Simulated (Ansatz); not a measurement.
`CO[SiH2]S[SiH2]Cl` + CH₄ → `C[SiH2]S[SiH2]Cl` + CH₃OH  (formal exchange of groups at the Si–O bond)

Calculated with Ansatz (gas phase, PBE0-D4/def2-TZVP geometries, no zero-point term in ΔE). CCSD(T)/CBS is the MP2 limit (def2-TZVPP, def2-QZVPP) plus CCSD(T) − MP2 in def2-TZVPP, frozen cores. This one scheme is used for every species. DFT in def2-TZVPP. One conformer a species, not always the lowest.

`CO[SiH2]S[SiH2]Cl`:

```xyz
13

C    -1.472   -0.017    1.206
O    -0.921   -1.022    0.382
Si   -0.577   -0.904   -1.207
S     1.534   -0.816   -1.591
Si    2.103    0.579   -0.107
Cl    1.046    2.341   -0.249
H    -1.810    0.847    0.624
H    -2.324   -0.434    1.747
H    -0.725    0.320    1.928
H    -1.243    0.302   -1.759
H    -1.005   -2.138   -1.903
H     1.861    0.064    1.257
H     3.534    0.876   -0.328
```

CH₄:

Cartesian coordinates in Å:
```
C 0.000 0.000 0.000
H -0.847 0.259 -0.635
H -0.352 -0.569 0.860
H 0.489 0.912 0.343
H 0.710 -0.601 -0.568
```

`C[SiH2]S[SiH2]Cl`:

Cartesian coordinates in Å:
```
C 1.119 -0.339 -1.653
Si 0.087 0.917 -0.747
S 0.584 0.987 1.345
Si -0.944 -0.366 1.919
Cl -0.554 -0.999 3.829
H 2.180 -0.104 -1.558
H 0.860 -0.349 -2.716
H 0.952 -1.339 -1.248
H 0.308 2.285 -1.276
H -1.362 0.584 -0.854
H -2.275 0.281 1.922
H -0.957 -1.557 1.035
```

CH₃OH:

Z-matrix (Å, degrees):
```
C
O 1 1.409
H 1 1.097 2 112.4
H 1 1.090 2 107.0 3 -118.5
H 1 1.097 2 112.4 3 123.0
H 2 0.959 1 108.5 3 -61.6
```

CCSD(T)/CBS gives +103.0 kJ/mol.

(1) Another level gave +102.8 kJ/mol. Which?
A. PBE0-D4/def2-TZVPP
B. HF/def2-TZVPP
C. r2SCAN/def2-TZVPP
D. PBE0/def2-TZVPP

Largest T1 diagnostic among the species: 0.011.

Results:

(1) C. r2SCAN 102.8, PBE0 91.2, PBE0-D4 96.2, HF/def2-TZVPP 110.7 kJ/mol.

The D4 term adds +8.4 kJ/mol with B3LYP and +5.0 kJ/mol with PBE0; it sums over pairs of atoms, weighted by their polarisabilities, and B3LYP, whose exchange is more repulsive, gets the larger term. In def2-TZVPP, CCSD(T) changes the Hartree–Fock value by −6.6 kJ/mol (the triples alone add +0.2 kJ/mol) and MP2 by −4.0 kJ/mol.

B3LYP here is the variant with VWN-RPA as its local correlation; programs differ in this.
